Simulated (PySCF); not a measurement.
Species: trimethylsilane, C3H10Si.
Numbering: `[CH3:1][SiH:2]([CH3:3])[CH3:4]` (hydrogens: H5, H6, H7 on C1; H8 on Si2; H9, H10, H11 on C3; H12, H13, H14 on C4)

Computed by this run: PySCF 2.14.0, PBE0-D3(BJ)/def2-SVP geometry optimisation, gas phase; density fitting, grid level 1; the optimiser is geomeTRIC in internal coordinates, started from a GFN2-xTB structure with every atom displaced at random (about 0.01 Å).

Step 0: E = -11140.5540 eV
```
atom  x, y, z in Å  |  force x, y, z in eV/Å
C1     -0.3116    1.6771   -0.5035   -1.076   0.145   0.554
Si2    -0.0907    0.0927    0.4975    0.577  -0.456  -1.165
C3     -1.3275   -1.2405   -0.1063    1.051   0.604   1.051
C4      1.7285   -0.5144    0.2622   -2.677  -1.274   0.460
H5     -1.3496    2.0730   -0.3971    0.363  -0.163   0.088
H6     -0.1781    1.5368   -1.5679    0.255  -0.269  -0.658
H7      0.3568    2.4757   -0.1843    0.326   0.234   0.169
H8     -0.3132    0.3863    1.9208   -0.115   0.066   0.514
H9     -1.1882   -2.1519    0.4770    0.029  -0.342   0.147
H10    -1.1626   -1.4681   -1.1416    0.133  -0.200  -0.984
H11    -2.3434   -0.9134    0.0322   -0.839   0.287   0.058
H12     1.9228   -0.7365   -0.7668    0.210  -0.174  -1.065
H13     2.3882    0.2140    0.6051    1.582   1.592   0.771
H14     1.8556   -1.4386    0.8424    0.180  -0.051   0.060
```

Step 1: E = -11140.7087 eV
```
atom  x, y, z in Å  |  force x, y, z in eV/Å
C1     -0.3847    1.6889   -0.5023    0.415  -0.001  -0.230
Si2    -0.0485    0.1070    0.4540   -0.060  -0.104   0.254
C3     -1.2761   -1.2206   -0.0817   -0.017   0.070  -0.167
C4      1.7155   -0.5359    0.2563    0.357   0.601   0.024
H5     -1.4151    2.0234   -0.3310   -0.115   0.078   0.022
H6     -0.2470    1.5357   -1.5895   -0.041   0.039   0.140
H7      0.3055    2.4938   -0.1869   -0.148  -0.089  -0.045
H8     -0.3044    0.4121    1.9067    0.083  -0.045  -0.046
H9     -1.2797   -2.1108    0.5702    0.055   0.114  -0.034
H10    -1.0520   -1.5498   -1.1133   -0.069   0.005   0.105
H11    -2.2913   -0.7867   -0.0803    0.033  -0.116  -0.002
H12     1.9717   -0.7134   -0.8038   -0.044   0.060   0.093
H13     2.4935    0.1401    0.6948   -0.487  -0.275  -0.279
H14     1.7995   -1.4919    0.7763    0.039  -0.337   0.165
```

Step 2: E = -11140.7307 eV
```
atom  x, y, z in Å  |  force x, y, z in eV/Å
C1     -0.3667    1.6855   -0.5046    0.091  -0.024  -0.035
Si2    -0.0559    0.1023    0.4640   -0.107  -0.024   0.067
C3     -1.2801   -1.2212   -0.0846   -0.025   0.097  -0.080
C4      1.7027   -0.5284    0.2580    0.137  -0.008   0.078
H5     -1.3970    2.0374   -0.3398    0.005   0.022  -0.007
H6     -0.2287    1.5297   -1.5870   -0.014  -0.012   0.014
H7      0.3225    2.4851   -0.1910   -0.018   0.016   0.007
H8     -0.2941    0.3973    1.9180    0.017  -0.012  -0.008
H9     -1.2630   -2.1075    0.5669    0.034  -0.006   0.023
H10    -1.0629   -1.5502   -1.1143   -0.007   0.000   0.016
H11    -2.3031   -0.8116   -0.0754   -0.011  -0.048   0.013
H12     1.9507   -0.6919   -0.8032   -0.013   0.010   0.004
H13     2.4544    0.1604    0.6835   -0.115  -0.038  -0.065
H14     1.8083   -1.4949    0.7789    0.025   0.026  -0.024
```

Step 3: E = -11140.7356 eV
```
atom  x, y, z in Å  |  force x, y, z in eV/Å
C1     -0.3528    1.6820   -0.5041   -0.006   0.002   0.033
Si2    -0.0664    0.0978    0.4715   -0.027   0.000  -0.018
C3     -1.2890   -1.2214   -0.0860   -0.023   0.040  -0.009
C4      1.6966   -0.5238    0.2587   -0.044  -0.126   0.016
H5     -1.3800    2.0495   -0.3499    0.011   0.004  -0.012
H6     -0.2110    1.5183   -1.5838    0.004  -0.018  -0.018
H7      0.3391    2.4781   -0.1896    0.016   0.014   0.006
H8     -0.2971    0.3868    1.9264   -0.011   0.000   0.004
H9     -1.2524   -2.1084    0.5643    0.018  -0.021   0.007
H10    -1.0741   -1.5467   -1.1163    0.010   0.000  -0.012
H11    -2.3192   -0.8324   -0.0677   -0.009  -0.010   0.018
H12     1.9374   -0.6786   -0.8047   -0.004  -0.001  -0.019
H13     2.4303    0.1801    0.6744    0.049   0.070   0.025
H14     1.8255   -1.4893    0.7764    0.017   0.046  -0.021
```

Question: Estimate the geometry and energy of step 4. (The exact step hangs on the optimiser's Hessian estimate; all steps are aligned on step 3, rigid shifts and turns removed.)

Answer: E = -11140.7372 eV, largest force 0.097 eV/Å
```
atom  x, y, z in Å  |  force x, y, z in eV/Å
C1     -0.3441    1.6803   -0.5027   -0.028   0.014   0.030
Si2    -0.0740    0.0949    0.4752    0.011   0.006  -0.024
C3     -1.2953   -1.2228   -0.0862   -0.012  -0.001   0.013
C4      1.6917   -0.5212    0.2587   -0.058  -0.078  -0.003
H5     -1.3687    2.0590   -0.3584    0.009  -0.003  -0.009
H6     -0.1969    1.5095   -1.5808    0.007  -0.008  -0.012
H7      0.3523    2.4724   -0.1868    0.015  -0.001   0.000
H8     -0.3038    0.3810    1.9307   -0.017   0.003   0.003
H9     -1.2440   -2.1130    0.5598    0.009  -0.012  -0.008
H10    -1.0824   -1.5417   -1.1189    0.004   0.005  -0.012
H11    -2.3299   -0.8464   -0.0578   -0.001   0.003   0.014
H12     1.9266   -0.6729   -0.8068    0.001  -0.003  -0.010
H13     2.4173    0.1960    0.6673    0.052   0.049   0.021
H14     1.8381   -1.4832    0.7762    0.009   0.025  -0.003
```

The energy changes by -0.0015 eV. The first-order estimate −F·Δx gives -0.0022 eV and the mean of the old and new forces, exact on a quadratic surface, -0.0016 eV. The step makes an angle of 77° with the force vector and moves no atom by more than 0.022 Å.

What follows is the cost of the whole optimisation. Time: 73 s of wall time; peak memory 0.47 GiB. Hardware: one thread, Arm Neoverse N1 (aarch64), no GPU (shared host).
